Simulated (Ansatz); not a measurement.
`C=C(N)[O][GeH3]` → 2 C• + Ge• + 7 H• + N• + O•  (atomization)

Isolated molecules relaxed with PBE0-D4/def2-TZVP in Ansatz; ΔE leaves out vibrations. CCSD(T)/CBS is the MP2 limit (def2-TZVPP, def2-QZVPP) plus CCSD(T) − MP2 in def2-TZVPP, frozen cores. This one scheme is used for every species, atoms too. Functionals use def2-TZVPP. Open shells (•) are unrestricted, without spin–orbit coupling. Spin–orbit coupling would lower the free atoms: a little for C, O; clearly for Ge. For Ge outer-core shells are correlated without core-valence functions, so the limit isn't a true one: a few kJ/mol of doubt a bond, and 10 to 20 or more in all where bonds break to atoms. Scalar relativity is left out up to krypton. One conformer a species, not always the lowest.

Task: What is ΔE at CCSD(T)/CBS? (Estimate.)

Result: The calculation gave: +44.82 eV.

Task: What do these levels give: PBE-D4, ωB97X-V, B2PLYP, CCSD(T)/def2-TZVPP, MP2/def2-QZVPP, HF/CBS(def2)? (An estimate is asked.)

Result: Ansatz gave: PBE-D4 45.82, ωB97X-V 44.99, B2PLYP 44.32, CCSD(T)/def2-TZVPP 43.67, MP2/def2-QZVPP 44.95, HF/CBS(def2) 31.24 eV.

Largest T1 diagnostic among the species: 0.012.

The D4 term adds +0.40 eV with B3LYP and +0.21 eV with PBE0; it sums over pairs of atoms, weighted by their polarisabilities, and B3LYP, whose exchange is more repulsive, gets the larger term. In def2-TZVPP, CCSD(T) changes the Hartree–Fock value by +12.49 eV (the triples alone add +0.75 eV) and MP2 by +13.10 eV; breaking electron pairs costs correlation energy, which Hartree–Fock lacks.

B3LYP here is the variant with VWN-RPA as its local correlation; programs differ in this.

For atomizations the MP2-based limit and the directly extrapolated one differ by several kJ/mol either way, and by 10 to 25 for some Ge, Se and Sn compounds, so smaller differences from it don't rank the levels.
